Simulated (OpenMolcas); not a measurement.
Ni2+ (d8) on a cation site of an ionic host was computed by CASSCF with the d shell active (OpenMolcas, ANO-RCC-VTZP on the metal). Its lowest spin-free states, and all those of the highest spin:

| 2S+1 | Degeneracy | E (cm-1) |
| --- | --- | --- |
| 3 | 1 | 0.0 |
| 3 | 3 | 3125 |
| 3 | 3 | 5545 |
| 1 | 2 | 17466 |
| 1 | 3 | 20004 |
| 3 | 3 | 22994 |
| 1 | 1 | 26716 |
| 1 | 3 | 27653 |
| 1 | 2 | 29187 |
| 1 | 3 | 29901 |
| 1 | 1 | 64479 |

Task: Is the site octahedral, tetrahedral or cube-like, axial, or of lower symmetry?

Result: The states with 2S+1 = 3 have orbital degeneracies 1, 3, 3, 3. Threefold states need a cubic site. For d8 at this spin an octahedron puts the single A2 below the threefold T2 and a tetrahedron or cube puts the threefold T1 below the threefold T2, so the site is octahedral. The first gap at this spin, 3120 cm-1, is |10Dq| in ligand-field theory. The run had Ni2+ with its 6 nearest bromide ions at 2.658 Å, on the Y site of Cs2NaYBr6 (a = 11.3047 Å, distance in the model lattice 2.765 Å). The rest of the host is ab initio model potentials to 7.6 Å, with orthogonalisation functions on the cations behind the ligands, and point charges beyond; the distance is set by hand and nothing relaxes, and no local charge compensation is placed. Ligand basis ANO-RCC-VDZP.

Without dynamic correlation the repulsion within the d shell is too large (B by tens of per cent), so at a given field states of lower spin stand too high. Ligand-to-metal charge-transfer states are missing. With no ligand orbital active B as a rule stays too high, so bands that hang on it stand too high and its fall with covalency is understated. With metal d orbitals alone and no dynamic correlation the field as a rule comes out too small, by tens of per cent, by up to half for chloride and softer ligands, and the orbital part of g and χT, which goes as 1/10Dq, too large. No measured value stands beside these numbers; the geometry was set by hand and not optimised.
